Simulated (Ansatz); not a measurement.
WOF₄. Total charge 0; singlet. Geometry PBE0-D4/def2-SVP, basis def2-TZVP, Ansatz.

```csv
run,HOMO (eV),LUMO (eV)
A,-12.06,-4.11
B,-9.88,-4.78
C,-11.72,-4.11
D,-16.14,-0.40
E,-11.31,-4.49
```

In the def2 sets W takes a core potential; there is no spin–orbit coupling. HSE06 is defined as in plane-wave codes, on full-range PBE exchange.

Q: The runs used HF, HSE06, PBE, PBE0, r2SCAN0. Estimate which is which.

A: A r2SCAN0 (25 % exact exchange); B PBE (0 % exact exchange); C PBE0 (25 % exact exchange); D HF (100 % exact exchange); E HSE06 (range-separated). Exact exchange lowers occupied and raises empty levels; among semilocal functionals meta-GGAs tend to open the gap a little, and such runs are hard to tell apart. The gap grows from 5.10 eV (PBE) to 15.74 eV (HF).
